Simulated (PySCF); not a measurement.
Computed vibrations of Nd(CH3)2

Nd(CH3)2 (singlet in the valence; each metal's 4f electrons, 4 of them, lie in its core potential, out of spins and levels). PySCF 2.14.0, RKS PBE0, Nd lcecp-0-SVP with ECP50, C def2-SVP, H def2-SVP; non-relativistic Hamiltonian with scalar-relativistic core potentials where named; density fitting; no spin-orbit coupling. Central differences of gradients.

```xyz
9

Nd    0.0000    0.0000   -0.2775
C     2.0714    0.0000    1.2535
H     3.0642    0.0000    0.7603
H     2.0634    0.8815    1.9267
H     2.0634   -0.8815    1.9267
C    -2.0714    0.0000    1.2535
H    -3.0642    0.0000    0.7603
H    -2.0634   -0.8815    1.9267
H    -2.0634    0.8815    1.9267
```

Run from Python with OMP_NUM_THREADS=2. Where DIIS fails, smearing, a level shift and second-order steps follow.
It took 61 s on 2 threads of Arm Neoverse V2 (shared host).

Q: What are the harmonic wavenumbers and infrared intensities?

A: Modes are labelled in C2v; negative numbers are unstable modes, those under 60 cm⁻¹ near the noise; a finer grid moves soft modes by up to 10 cm⁻¹.
```json
{"cm⁻¹": "-37", "km/mol": "–", "symmetry": "a2"}
{"cm⁻¹": "-33", "km/mol": "–", "symmetry": "b2"}
{"cm⁻¹": "75", "km/mol": "2.1", "symmetry": "a1"}
{"cm⁻¹": "309", "km/mol": "0.2", "symmetry": "b1"}
{"cm⁻¹": "328", "km/mol": "0.0", "symmetry": "a2"}
{"cm⁻¹": "345", "km/mol": "116.6", "symmetry": "b2"}
{"cm⁻¹": "353", "km/mol": "16.4", "symmetry": "a1"}
{"cm⁻¹": "356", "km/mol": "155.0", "symmetry": "b1"}
{"cm⁻¹": "397", "km/mol": "39.9", "symmetry": "a1"}
{"cm⁻¹": "1092", "km/mol": "1.9", "symmetry": "b1"}
{"cm⁻¹": "1094", "km/mol": "2.0", "symmetry": "a1"}
{"cm⁻¹": "1408", "km/mol": "0.0", "symmetry": "a2"}
{"cm⁻¹": "1412", "km/mol": "0.1", "symmetry": "b1"}
{"cm⁻¹": "1412", "km/mol": "0.1", "symmetry": "b2"}
{"cm⁻¹": "1414", "km/mol": "1.4", "symmetry": "a1"}
{"cm⁻¹": "2981", "km/mol": "56.4", "symmetry": "b1"}
{"cm⁻¹": "2983", "km/mol": "34.1", "symmetry": "a1"}
{"cm⁻¹": "3072", "km/mol": "0.0", "symmetry": "a2"}
{"cm⁻¹": "3074", "km/mol": "77.8", "symmetry": "b2"}
{"cm⁻¹": "3077", "km/mol": "33.1", "symmetry": "b1"}
{"cm⁻¹": "3078", "km/mol": "45.1", "symmetry": "a1"}
```

Q: Is this a minimum?

A: Probably not: 2 unstable, though so soft as to be near the noise; the lowest moves the atoms so:
```
Nd   0.00  0.00  0.00
C    0.00 -0.02  0.00
H    0.00  0.37  0.00
H   -0.22 -0.23  0.27
H    0.22 -0.23 -0.27
C    0.00  0.02  0.00
H    0.00 -0.37  0.00
H    0.22  0.23  0.27
H   -0.22  0.23 -0.27
```

An lcecp potential fixes the number of 4f electrons, so in runs with it no electron can move into or out of that shell; real Nd(II) is rare or takes another configuration.
